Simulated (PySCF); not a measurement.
PySCF input (M06-2X/6-31G* with LANL2DZ past Ar (5d)):

```python
from pyscf import gto, dft

mol = gto.M(
    atom='''
    Si   -1.52844200   -0.59639600    0.07234400
    Ge    0.72022200    0.28693200   -0.03474200
    H    -2.25016000   -0.03934000   -1.14584800
    H    -2.24052800    0.21391100    1.14543100
    H     1.41590100   -0.63460500   -1.13725400
    H     1.42587900   -0.37222900    1.23659200
    ''',
    basis={'default': '6-31g*', 'Ge': 'lanl2dz'},
    ecp={'Ge': 'lanl2dz'},
    charge=-1,
    spin=1,
    verbose=4,
)

mf = dft.UKS(mol, xc='m062x')
mf.grids.level = 4
mf.conv_tol = 1e-9
mf.max_cycle = 100
mf.max_memory = 1500
mf.kernel()
if not mf.converged:
    mf = mf.newton()
    mf.kernel(mf.make_rdm1())
mo, _, stable, _ = mf.stability(return_status=True)
if not stable:
    mf.kernel(mf.make_rdm1(mo, mf.mo_occ))
    stable = mf.stability(return_status=True)[2]
mf.dip_moment()
```

From the output:

```
  HOMO = -0.0174334563053  LUMO = 0.0865678723651  gap/eV = 2.83002
cycle= 3 E= -295.550039206673  delta_E= -0.164  |g|= 0.0242  |ddm|= 0.849
  alpha nocc = 12  HOMO = -0.0143088570790191  LUMO = 0.238359406648726
  beta  nocc = 11  HOMO = -0.0509973285212304  LUMO = 0.115586796498121
  HOMO = -0.014308857079  LUMO = 0.115586796498  gap/eV = 3.53464
cycle= 4 E= -295.551299056464  delta_E= -0.00126  |g|= 0.0141  |ddm|=  0.1
  alpha nocc = 12  HOMO = -0.0183142804494985  LUMO = 0.235895000171726
  beta  nocc = 11  HOMO = -0.0560073313695604  LUMO = 0.11455376073501
  HOMO = -0.0183142804495  LUMO = 0.114553760735  gap/eV = 3.61552
cycle= 5 E= -295.551623796674  delta_E= -0.000325  |g|= 0.00487  |ddm|= 0.0373
  alpha nocc = 12  HOMO = -0.0180142454369054  LUMO = 0.234764922465687
  beta  nocc = 11  HOMO = -0.0551729653584552  LUMO = 0.116154765379513
  HOMO = -0.0180142454369  LUMO = 0.11615476538  gap/eV = 3.65092
cycle= 6 E= -295.551746262647  delta_E= -0.000122  |g|= 0.00211  |ddm|= 0.0307
  alpha nocc = 12  HOMO = -0.0183971866318231  LUMO = 0.234210294399349
  beta  nocc = 11  HOMO = -0.0555632870112532  LUMO = 0.116547311947684
  HOMO = -0.0183971866318  LUMO = 0.116547311948  gap/eV = 3.67203
cycle= 7 E= -295.551769186623  delta_E= -2.29e-05  |g|= 0.000759  |ddm|= 0.0149
  alpha nocc = 12  HOMO = -0.0182771021432409  LUMO = 0.234289944908169
  beta  nocc = 11  HOMO = -0.0554747892716136  LUMO = 0.116790745849617
  HOMO = -0.0182771021432  LUMO = 0.11679074585  gap/eV = 3.67538
cycle= 8 E= -295.551771957668  delta_E= -2.77e-06  |g|= 0.000346  |ddm|= 0.00491
  alpha nocc = 12  HOMO = -0.0182589099970372  LUMO = 0.234284960090354
  beta  nocc = 11  HOMO = -0.0554146678540341  LUMO = 0.116863423111891
  HOMO = -0.018258909997  LUMO = 0.116863423112  gap/eV = 3.67687
cycle= 9 E= -295.551772722834  delta_E= -7.65e-07  |g|= 0.000109  |ddm|= 0.00344
  alpha nocc = 12  HOMO = -0.0182593977955747  LUMO = 0.234282459705039
  beta  nocc = 11  HOMO = -0.0553905504862904  LUMO = 0.116881473490206
  HOMO = -0.0182593977956  LUMO = 0.11688147349  gap/eV = 3.67737
cycle= 10 E= -295.551772783523  delta_E= -6.07e-08  |g|= 3.37e-05  |ddm|= 0.000936
  alpha nocc = 12  HOMO = -0.0182564424395188  LUMO = 0.234284449390905
  beta  nocc = 11  HOMO = -0.0553757597183733  LUMO = 0.116891952327851
  HOMO = -0.0182564424395  LUMO = 0.116891952328  gap/eV = 3.67758
cycle= 11 E= -295.551772788151  delta_E= -4.63e-09  |g|= 1.14e-05  |ddm|= 0.000294
  alpha nocc = 12  HOMO = -0.0182580831289911  LUMO = 0.234285302941823
  beta  nocc = 11  HOMO = -0.0553775948202002  LUMO = 0.116889054030835
  HOMO = -0.018258083129  LUMO = 0.116889054031  gap/eV = 3.67754
cycle= 12 E= -295.55177278843  delta_E= -2.79e-10  |g|= 6.15e-06  |ddm|= 9.39e-05
  alpha nocc = 12  HOMO = -0.0182575444913695  LUMO = 0.234285275043149
  beta  nocc = 11  HOMO = -0.0553767046998672  LUMO = 0.116889683485869
  HOMO = -0.0182575444914  LUMO = 0.116889683486  gap/eV = 3.67754
Extra cycle  E= -295.551772788487  delta_E= -5.68e-11  |g|= 3.76e-06  |ddm|= 2.34e-05
converged SCF energy = -295.551772788487  <S^2> = 0.75829311  2S+1 = 2.008276
uhf_internal: lowest eigs of H = [0.1418134  0.24508638 0.30442782]
<class 'pyscf.dft.uks.UKS'> wavefunction is stable in the internal stability analysis

WARN: System has nonzero charge -1; the dipole moment is origin-dependent.
Location of origin: [0. 0. 0.]

Dipole moment(X, Y, Z, Debye):  1.28344,  0.87760, -0.10231
```

The dipole moment of an ion depends on the origin.

The geometry given is a B3LYP-D3(BJ)/def2-TZVP minimum.
